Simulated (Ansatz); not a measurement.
All numbers were calculated with Ansatz.

CdH3NS, SMILES `[NH2][Cd][SH]` at its PBE0-D4/def2-TZVP geometry, where that method's forces vanish. Charge 0, multiplicity 1. Cd takes the def2 core potential.

| atom | x (Å) | y (Å) | z (Å) |
| --- | --- | --- | --- |
| N1 | 0.808 | 1.471 | 0.325 |
| Cd2 | 0.180 | -0.391 | -0.106 |
| S3 | -0.325 | -2.603 | -0.628 |
| H4 | 0.534 | 1.774 | 1.252 |
| H5 | 0.454 | 2.165 | -0.324 |
| H6 | -1.651 | -2.416 | -0.520 |

Question: For each bond, give half the difference of the two atoms' forces along it (eV/Å; positive pushes the atoms apart) under PBE-D4, r2SCAN-D4, B3LYP-D4, ωB97M-V in def2-TZVPP. (Best estimate.)

Answer: The calculation gave: 
| bond | length (Å) | PBE-D4 | r2SCAN-D4 | B3LYP-D4 | ωB97M-V |
| --- | --- | --- | --- | --- | --- |
| N1–Cd2 | 2.011 | 0.01 | -0.01 | 0.11 | 0.01 |
| N1–H4 | 1.013 | 0.28 | 0.05 | -0.03 | -0.05 |
| N1–H5 | 1.013 | 0.27 | 0.05 | -0.04 | -0.05 |
| Cd2–S3 | 2.329 | 0.03 | -0.03 | 0.11 | -0.03 |
| S3–H6 | 1.344 | 0.27 | 0.02 | -0.01 | -0.10 |

B3LYP here is the variant with VWN-RPA as its local correlation; programs differ in this.
